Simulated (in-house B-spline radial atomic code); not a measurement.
How numerical settings move a run on neutral bismuth, [Xe] 4f14 5d10 6s2 6p3. Computed with a B-spline radial code for spherical atoms: Dirac-Hartree-Fock, average of configuration, Fermi nucleus of rms radius 5.5211 fm.

Command:
```bash
python run_scf.py task.json out
```
Settings of the sound reference run:
```
Z                83
electrons        83
configuration    [Xe] 4f14 5d10 6s2 6p3
hamiltonian      dirac
method           hf
spin_polarised   False
nucleus          fermi
rms_radius       5.5211
mass_number      209
atomic_mass      208.9804
speed_of_light   137.036
knot_spacing     0.22
spline_order     8
gauss_points     12
box_radius       50
max_iterations   70
damping          0.5
damped_steps     3
diis_vectors     10
tolerance        1e-08
start            Thomas-Fermi
```

Time taken, with all properties: 3 s on 1 thread of Arm Neoverse N1, with other jobs on the host.

It converges in 10 iterations to -21565.669747 hartree, with 6p3/2 at -7.10702 eV. The other runs change the listed settings, some to values that make no sense; their results aren't properties of the atom or ion. Radii are in bohr (the nuclear one in fm), a minus after a letter asks for a j subshell, and «unchanged» means within 1e-8 hartree. The run stops when the residual is below 10 × tolerance × max(1, Z/10), or a noise floor if that is larger, and the energy moves by less than 1e-8 × √|E| hartree; so very loose and very tight tolerances often act alike.

| changed settings | outcome |
| --- | --- |
| damping = 0.2 | converged in 10 iterations, energy unchanged, 6p3/2 level -2.5e-06 eV |
| electrons = 84, configuration = [Xe] 4f14 5d10 6s2 6p3 7s-1, max_iterations = 60 | stopped with error: j subshells need the Dirac Hamiltonian and l > 0 |
| first_knot = 0.00012 | converged in 10 iterations, energy -1.85e-06 hartree from the reference |
| first_knot = 0.00361 | converged in 10 iterations, energy -5.14e-02 hartree from the reference, 6p3/2 level +1.2e-03 eV |
| spline_order = 10, first_knot = 0.00361, max_iterations = 50, damping = 0, start = bare nucleus | converged in 14 iterations, energy -1.56e-01 hartree from the reference, 6p3/2 level +5.8e-04 eV |
| spline_order = 3, gauss_points = 5, max_iterations = 60 | converged in 10 iterations, energy +8.46e-01 hartree from the reference, 6p3/2 level +7.0e-04 eV |
| first_knot = 1.2e-05 | converged in 10 iterations, energy +3.60e-07 hartree from the reference |
| damping = 0.95 | converged in 11 iterations, energy unchanged, 6p3/2 level -5.8e-07 eV |
| box_radius = 25, max_iterations = 75, start = bare nucleus | converged in 15 iterations, energy unchanged, 6p3/2 level -3.0e-06 eV |
| damping = 0 | converged in 10 iterations, energy unchanged, 6p3/2 level -1.1e-06 eV |
| first_knot = 0.012, max_iterations = 60, damped_steps = 8, tolerance = 0.001 | converged in 11 iterations, energy +1.29e+01 hartree from the reference, 6p3/2 level +1.4e-02 eV |
| first_knot = 1.2e-06 | converged in 10 iterations, energy +5.85e-07 hartree from the reference |

**Question.** What happens with spin_polarised = True?

**Answer.** Stopped with error: spin polarisation is not served with the Dirac Hamiltonian.

**Question.** What happens with spline_order = 6, gauss_points = 3, max_iterations = 50, damping = 0.8, damped_steps = 8?

**Answer.** Converged in 15 iterations, energy -4.06e-03 hartree from the reference, 6p3/2 level +2.8e-05 eV.

**Question.** What happens with first_knot = 0.0361?

**Answer.** Converged in 10 iterations, energy +1.38e+02 hartree from the reference, 6p3/2 level +1.7e-01 eV.

**Question.** What happens with first_knot = 0.012?

**Answer.** Converged in 10 iterations, energy +1.29e+01 hartree from the reference, 6p3/2 level +1.3e-02 eV.
